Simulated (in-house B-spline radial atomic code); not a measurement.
The numbers below are computed, except where a source is named.
# Making a Troullier-Martins s channel for Tc, r_c = 1.23 bohr

Tc, [Kr] 4d5 5s2, non-relativistic PBE, spherical and spin-unpolarised, from an all-electron radial atomic-structure program (B-spline basis) (atomic units). The all-electron 4s level is ε = -2.551725 hartree, its outermost node lies just inside 0.52 bohr and its outer maximum at 0.97 bohr.

Inside r_c the pseudo-orbital is u(r) = r^1 exp(p(r)), with p = c0 + c2 r² + c4 r⁴ + … + c12 r¹². The seven coefficients follow from p and its first four derivatives at r_c, from zero curvature of the screened potential at the origin, c4 = −c2²/(2l + 5), and from the norm inside r_c. At r_c the all-electron orbital has P = 0.9625709, P' = -0.9950233, the screened potential V = -3.303441, V' = 6.501279, V'' = -16.37285, and the norm inside is Q = 0.6846849.

(1) What are p, p' and p'' at r_c?

For a trial c2 the five matching conditions are linear in c0, c6, c8, c10 and c12, and c2 is varied until the norm inside r_c equals Q. The root nearest zero gives:

```json
{"n": "0", "c_n": "-0.4528117"}
{"n": "2", "c_n": "1.90381"}
{"n": "4", "c_n": "-0.7248988"}
{"n": "6", "c_n": "-2.096691"}
{"n": "8", "c_n": "2.223711"}
{"n": "10", "c_n": "-0.8707049"}
{"n": "12", "c_n": "0.1249579"}
```

(2) Check c4 and p(r_c), and find the screened pseudopotential at the origin.

Orbitals and screened potentials:

| r (bohr) | P | u | V all-electron | V pseudo |
| --- | --- | --- | --- | --- |
| 0.123 | 0.3597 | 0.08048 | -218.7 | 3.147 |
| 0.308 | -0.6036 | 0.2327 | -52.76 | 2.7 |
| 0.492 | -0.08618 | 0.4646 | -22.57 | 0.6175 |
| 0.676 | 0.686 | 0.7826 | -12.05 | -3.272 |
| 0.861 | 1.068 | 1.055 | -7.381 | -6.045 |
| 1.045 | 1.104 | 1.102 | -4.844 | -5.129 |
| 1.23 | 0.9626 | 0.9626 | -3.303 | -3.303 |

Logarithmic derivatives P'/P at R = 1.53 bohr, for energies E around ε:

```json
{"E − ε (hartree)": "-0.5", "all-electron": "-0.0934374", "pseudo": "-0.0969856"}
{"E − ε (hartree)": "-0.25", "all-electron": "-0.695583", "pseudo": "-0.697008"}
{"E − ε (hartree)": "-0.1", "all-electron": "-1.17048", "pseudo": "-1.17086"}
{"E − ε (hartree)": "0", "all-electron": "-1.55776", "pseudo": "-1.55786"}
{"E − ε (hartree)": "0.1", "all-electron": "-2.02332", "pseudo": "-2.02389"}
{"E − ε (hartree)": "0.25", "all-electron": "-2.93603", "pseudo": "-2.94056"}
{"E − ε (hartree)": "0.5", "all-electron": "-5.5914", "pseudo": "-5.63438"}
```

(3) With P(R) = 0.6458273 and a norm of 0.8811985 inside R, what slope in energy does norm conservation fix?

Answers

(1) p = ln(P/r_c^1) = ln(0.9625709/1.23) = -0.24516. p' = P'/P − 1/r_c = -1.03371 − 0.81301 = -1.84672. The radial equation gives p'' = 2(V − ε) − 2(1) p'/r_c − p'² = -1.50343 − (-3.00280) − 3.41038 = -1.91101. Differentiating, p''' = 2V' + 2(1)p'/r_c² − 2(1)p''/r_c − 2p'p'' = 6.6104, and p'''' = 2V'' − 4(1)p'/r_c³ + 4(1)p''/r_c² − 2(1)p'''/r_c − 2p''² − 2p'p''' = -27.466.

(2) −c2²/5 = -0.724899, as listed. The terms c_n r_c^n are -0.45281, 2.88027, -1.65920, -7.26048, 11.64982, -6.90116, 1.49839, which sum to -0.24516. Inverting the radial equation, V_l(r) = ε + 1 p'/r + (p'' + p'²)/2, so V_l(0) = ε + (2l + 3) c2 = -2.551725 + 3 × (1.90381) = 3.1597 hartree, finite where the all-electron potential diverges.

(3) d(P'/P)/dE = −2 × (norm inside R)/P(R)² = -4.2254 per hartree·bohr at E = ε, for both atoms, since orbital and norm agree at R. Differences over ±0.1 hartree give -4.2642 (all-electron) and -4.2652 (pseudo), which also hold third-order terms. Half a hartree below ε the two curves differ by -0.0035.
